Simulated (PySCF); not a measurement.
CH₄NO, charge +1.

```xyz
7

N     -0.1881     1.1106     0.0000
C      0.4321    -0.0264     0.0000
O     -0.1072    -1.1908     0.0000
H     -1.1990     1.1974     0.0000
H      0.3447     1.9728     0.0000
H      1.5177    -0.0370     0.0000
H     -1.0815    -1.2226     0.0000
```
Charge +1, spin multiplicity 1.

Geometry optimised at B3LYP-D3(BJ)/def2-TZVP. The isomer is the one that the SMILES or the coordinates give; other isomers of the formula were not compared. The values are those of a single conformer.

These are KT2/pcSseg-2 (PySCF) values and carry that method's errors. Non-relativistic, no solvent.

Q: Give the absolute GIAO shielding of each atom: isotropic value and principal components (ppm). (The exact figures need the calculation; the answer reports its results.)

A: 
```csv
atom,σ(iso),σ11,σ22,σ33,span
N1,117.1,0.6,167.2,183.7,183.1
C2,16.6,-60.6,2.3,108.1,168.7
O3,123.9,-11.6,123.1,260.3,271.9
H4,24.6,21.1,22.1,30.7,9.6
H5,24.0,20.3,21.8,29.8,9.5
H6,23.4,20.4,24.2,25.7,5.3
H7,23.3,19.3,21.2,29.6,10.3
```
